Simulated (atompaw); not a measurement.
**What one change does to a pseudopotential (Pb (Z = 82), PAW (atompaw))**

```json
{
  "Element": "Pb",
  "Generator": "atompaw 4.2.0.5",
  "Type": "PAW",
  "Functional": "PBEsol",
  "Relativity": "scalar-relativistic",
  "Frozen core": "[Xe] 4f14 5d10",
  "Valence charge": "4",
  "Reference configuration": "6s1.75 6p2.25",
  "Partial waves": "6s (bound); 6s channel at 2.6 Ry; 6p (bound); 6p channel at 0.5 Ry; 6d channel at 0.2 Ry",
  "Local potential": "troulliermartins scheme with l = 3 at 1 Ry, radius 2.30 bohr",
  "Core correction": "smooth core density matched at 1.65 bohr",
  "Augmentation charge": "besselshape compensation charge, radius 2.65 bohr; PAW radius 2.75 bohr; waves and projectors: bloechl"
}
```

Change: all radii scaled by about 1.27 (s 3.50, p 3.18, d 3.50 bohr); local potential troulliermartins scheme with l = 3 at 1 Ry, radius 2.92 bohr; augmentation besselshape compensation charge, radius 3.38 bohr; PAW radius 3.50 bohr; waves and projectors: bloechl; core correction smooth core density matched at 2.10 bohr.

Cutoffs: the cutoffs (Ry, on a coarse ladder) from which the occupation-weighted sum of valence levels, in a spherical-Bessel basis at the reference potential, stays within 10 and 1 mRy of its value at 400 Ry; they do not see the model core or the augmentation charge, which bear on the density cutoff.

Q: What does the change do?

A: The potential gets softer (25 Ry and 35 Ry → 18 Ry and 30 Ry); the bound ghost in p, s disappears. A larger radius leaves more room for a smooth pseudo-wave, so fewer plane waves are needed.

```tsv
quantity	base	changed
cutoff, loose	25 Ry	18 Ry
cutoff, tight	35 Ry	30 Ry
loose cutoff by channel (10 mRy a level)	s 25 Ry, p 6 Ry	s 10 Ry, p 12 Ry
bound ghosts	s, p	none
lowest overlap eigenvalue by channel	s 0.18, p 0.00, d 1.00	s 0.20, p 0.33, d 0.96
```

 A true bound ghost makes a file unfit for plane-wave use even where its test errors are small: the radial tests pick states by their node count and pass the ghost by. The cutoffs see the waves, projectors and local potential, not the compensation charge or the core.
